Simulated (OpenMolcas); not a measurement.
Pd2+ with 6 ligands (chloride) in octahedral coordination (Oh) at 2.62 Å. A charge of +0.667 e stands 2.6 Å behind each ligand. Ligand basis ANO-RCC-VDZP.
```
Pd    0.0000    0.0000    0.0000
Cl    2.6200    0.0000    0.0000
Cl    0.0000    2.6200    0.0000
Cl   -2.6200    0.0000    0.0000
Cl    0.0000   -2.6200    0.0000
Cl    0.0000    0.0000    2.6200
Cl    0.0000    0.0000   -2.6200
```

```json
{
  "Program": "OpenMolcas 26.06",
  "Method": "CASSCF",
  "Basis": "ANO-RCC-VDZP [6s5p3d1f]",
  "Scalar Hamiltonian": "DKH2, point nucleus",
  "Active space": "8 electrons in 5 orbitals (4d)",
  "State averaging": "2S+1 = 3 even, 10 roots; 2S+1 = 1 even, 15 roots",
  "Spin-orbit coupling": "state interaction with AMFI integrals over the reference wave functions"
}
```

What is the spin-free ground state (labels of O, the rotations of Oh)?

3A2, 1-fold in its orbital part; it has the highest spin that d8 allows.

Where is the first state of the same spin?

3T2 at 6550 cm-1 above the ground state.

What are the lowest two levels with spin-orbit coupling?

A 3-fold level T2, then a 2-fold level E 5749 cm-1 above it. Their leading multiplicities are 3 (100 %) and 3 (97 %).

What is χT at 300 K, and how does it compare with the textbook value?

The lowest level has 2S+1 = 3, for which the spin-only value is χT = S(S+1) / 2 = 1.000 cm3 K/mol (g = 2). The computed 1.747 at 300 K differs by +0.747, through orbital momentum, spin-orbit coupling and any other state in reach.

Without dynamic correlation the repulsion within the d shell is too large (B by tens of per cent), so at a given field states of lower spin stand too high. Real 4d8 and 5d8 ions are as a rule square planar and diamagnetic. With metal d orbitals alone the field can be off either way by tens of per cent. Ligand-to-metal charge-transfer states are missing. With no ligand orbital active B as a rule stays too high, so bands that hang on it stand too high and its fall with covalency is understated. No measured value stands beside these numbers; the geometry was imposed, not optimised, and the real ion may take another.
